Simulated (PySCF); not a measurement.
C3H10O2Si2.
Numbering: `[CH2:1]=[CH:2][O:3][SiH2:4][O:5][CH2:6][SiH3:7]` (hydrogens: H8, H9 on C1; H10 on C2; H11, H12 on Si4; H13, H14 on C6; H15, H16, H17 on Si7)

Cartesian coordinates in Å at the GFN2-xTB level; atoms count from 1:
```xyz
17
C3H10O2Si2 angstrom
C     -3.6481    0.1662   -0.8517
C     -2.9558    0.1276    0.2725
O     -1.6245    0.1606    0.3918
Si    -0.4707    0.2445   -0.7417
O      0.8096    0.2401    0.2333
C      2.1595    0.3050   -0.1620
Si     3.1587    0.4385    1.4541
H     -3.1610    0.2317   -1.8072
H     -4.7208    0.1323   -0.8387
H     -3.4430    0.0623    1.2396
H     -0.4879   -0.9168   -1.6354
H     -0.5538    1.4812   -1.5233
H      2.4101   -0.5861   -0.7459
H      2.3076    1.1621   -0.8259
H      2.8907   -0.7496    2.2622
H      2.7397    1.6498    2.1565
H      4.5827    0.5122    1.1119
```

Method used: TDDFT B3LYP/def2-SVPD, vertical, gas phase, core orbitals frozen in the response (PySCF).

Ground-to-excited transition dipoles (e·a0, same axes as the geometry; the sign carries no meaning), for the states with f of 0.002 or more among the lowest 8:

```json
{"state": "S2", "E (eV)": "6.386", "μx": "-0.001", "μy": "0.315", "μz": "0.015"}
{"state": "S3", "E (eV)": "6.601", "μx": "0.014", "μy": "-0.221", "μz": "-0.008"}
{"state": "S4", "E (eV)": "6.904", "μx": "0.010", "μy": "-0.203", "μz": "-0.257"}
{"state": "S5", "E (eV)": "6.934", "μx": "0.105", "μy": "-0.241", "μz": "0.123"}
{"state": "S6", "E (eV)": "7.008", "μx": "-1.045", "μy": "0.021", "μz": "-0.775"}
{"state": "S7", "E (eV)": "7.049", "μx": "0.497", "μy": "0.081", "μz": "-0.057"}
{"state": "S8", "E (eV)": "7.078", "μx": "0.006", "μy": "0.105", "μz": "0.043"}
```

**Question.** Work out the oscillator strengths.

**Answer.** f = (2/3) ΔE |μ|² with ΔE in hartree (27.2114 eV).

```csv
state,|μ|² (au),|μ| (D),f
S2,0.100,0.80,0.016
S3,0.049,0.56,0.008
S4,0.108,0.83,0.018
S5,0.084,0.74,0.014
S6,1.695,3.31,0.291
S7,0.257,1.29,0.044
S8,0.013,0.29,0.002
```

**Question.** Which bond between heavy atoms lies closest to the direction of the S6 transition dipole?

**Answer.** Si4–O5, at 1° from it; next C1–C2 and C6–Si7 at 22°.

**Question.** What angle do the transition dipoles of S4 and S7 make?

**Answer.** |cos θ| = |μa·μb| / (|μa| |μb|) = 0.02, so θ ≈ 89° (taken between 0 and 90°, since the signs are arbitrary).

**Question.** How is the summed strength of these states shared among x, y and z?

**Answer.** (2/3) Σ ΔE μα² gives 0.232 for x, 0.043 for y and 0.118 for z, 0.394 in all.

**Question.** What peak molar absorption coefficient would the strongest computed level give as a lone Gaussian band 0.3 eV wide at half height?

**Answer.** ε(max) = 2.175×10⁸ f / FWHM, with the width in cm⁻¹. S6: 2.175×10⁸ × 0.2909 / 2420 ≈ 26000 L mol⁻¹ cm⁻¹.

One conformer stands for the species.
